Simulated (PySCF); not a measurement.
Species: C7H6FS (charge +1).
Atom-mapped SMILES: `[CH:1]#[C:2][C:3]1=[CH:4][CH+:5][CH2:6][C@@H:7]([F:8])[S:9]1` (hydrogens: H10 on C1; H11 on C4; H12 on C5; H13, H14 on C6; H15 on C7)

Structure used (GFN2-xTB), in Å, numbered top down from 1:
```
atom  x, y, z in Å
C1     3.6888   -0.1832   -0.2361
C2     2.4863   -0.0780   -0.2169
C3     1.0980    0.0544   -0.1637
C4     0.4033   -0.4786    0.9584
C5    -0.9328   -0.6681    0.9858
C6    -1.8598   -0.2525   -0.0955
C7    -1.3845    0.9643   -0.8644
F8    -1.3918    2.0599   -0.0662
S9     0.3584    0.7937   -1.4920
H10    4.7391   -0.2736   -0.2503
H11    1.0173   -0.8177    1.7806
H12   -1.3717   -1.1875    1.8257
H13   -2.0150   -1.0959   -0.7794
H14   -2.8382   -0.0135    0.3344
H15   -2.0018    1.1844   -1.7423
```

Method: TDDFT CAM-B3LYP/def2-SVPD, vertical, gas phase, core orbitals frozen in the response in PySCF.

Orbital energies (eV): HOMO-3 -15.60, HOMO-2 -14.74, HOMO-1 -14.43, HOMO -14.15, LUMO -7.55, LUMO+1 -3.69, LUMO+2 -3.40.

Lowest singlets, with some entries withheld (?).

| state | ν̃ (cm⁻¹) | f | main configurations (H = HOMO, L = LUMO) |
| --- | --- | --- | --- |
| S1 | 27890 | 0.0006 | ? |
| S2 | 31490 | 0.121 | ? |
| S3 | 34630 | 0.313 | ? |
| S4 | 37540 | 0.010 | H-3→L (96%) |
| S5 | ? | ? | H-4→L (88%) |
| S6 | 50640 | ? | H-5→L (66%), H-6→L (18%), H-4→L (9%) |
| S7 | ? | ? | H-1→L+1 (40%), H→L+1 (20%), H-1→L+3 (10%) |
| S8 | 54560 | 0.031 | H-6→L (63%), H-5→L (16%) |

(1) What stands in place of each question mark?

(2) How far apart are S1 and S8, in eV and cm⁻¹?

(3) What is the mean static polarisability from the same response equations?

(4) Where do the lowest triplets lie (Tamm–Dancoff)?

## Answers

(1) 
- S1: H-2→L (95%)
- S2: H→L (96%)
- S3: H-1→L (91%)
- S5: ν̃ = 43730 cm⁻¹; f = 0.0007
- S6: f = 0.0069
- S7: ν̃ = 53870 cm⁻¹; f = 0.0035

(2) 6.765 − 3.458 = 3.307 eV, or about 26670 cm⁻¹.

(3) 101.1 au (14.99 Å³), with principal values 59.6, 92.1 and 151.8 au.

(4) T1 2.37 eV, H→L (96%); T2 2.73 eV, H-1→L (95%); T3 3.24 eV, H-2→L (94%). E(S1) − E(T1) = +1.09 eV.

Hardware: one thread of an Arm Neoverse V1, no GPU, shared host with 64 logical CPUs at a one-minute load of 17. Cost: 54 s wall, 1.1 GiB resident at most.

One conformer stands for the species.
